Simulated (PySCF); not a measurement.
**Distorted geometries of [Hg(H2O)2]2+**

[Hg(H2O)2]2+ (singlet). PySCF 2.14.0, RKS PBE, Hg def2-SVP with ECP60, O def2-SVP, H def2-SVP; non-relativistic Hamiltonian with scalar-relativistic core potentials where named; density fitting; no spin-orbit coupling. Relaxed geometry:

```xyz
7

Hg   -0.0296   -0.0178   -0.0006
O     0.0556   -0.0480    2.0694
H     0.4730    0.6964    2.5766
H    -0.6767   -0.4465    2.6078
O     0.0135    0.0119   -2.0717
H     0.4205   -0.7329   -2.5866
H    -0.7310    0.4083   -2.5947
```

Order these distorted geometries by energy above the relaxed one, lowest first.
A.
```xyz
7

Hg   -0.2379   -0.0285   -0.0884
O     0.3559   -0.0869    2.1169
H     0.4157    0.7194    2.8248
H    -0.7962   -0.3271    2.7090
O     0.2024   -0.2344   -2.4884
H     0.4964   -0.6149   -2.6897
H    -0.9110    0.4438   -2.3843
```
B.
```xyz
7

Hg   -0.1447    0.0032   -0.0572
O     0.1342    0.0610    1.9657
H     0.5230    0.8370    2.6841
H    -0.6563   -0.4826    2.6484
O     0.0528   -0.1063   -2.1101
H     0.5037   -0.8442   -2.5027
H    -0.8874    0.4033   -2.6282
```
C.
```xyz
7

Hg    0.0160   -0.0318   -0.0139
O     0.0167   -0.0713    2.0743
H     0.4367    0.7283    2.5836
H    -0.6888   -0.4123    2.5925
O     0.0034    0.0218   -2.0984
H     0.4632   -0.7621   -2.5340
H    -0.7218    0.3988   -2.6041
```

C (0.18 eV), B (1.63 eV), A (23.90 eV).

Which forces (eV/Å) act in the one that lies 0.18 eV up?


```
Hg  -0.35  0.09  0.11
O    3.01  2.50 -0.79
H   -0.64 -1.31 -0.77
H   -2.20 -1.12  1.39
O    1.87 -1.26  1.15
H   -0.56  0.69 -0.15
H   -1.12  0.41 -0.93
```
Forces carry noise of the integration grid, about 0.01 to 0.03 eV/Å.
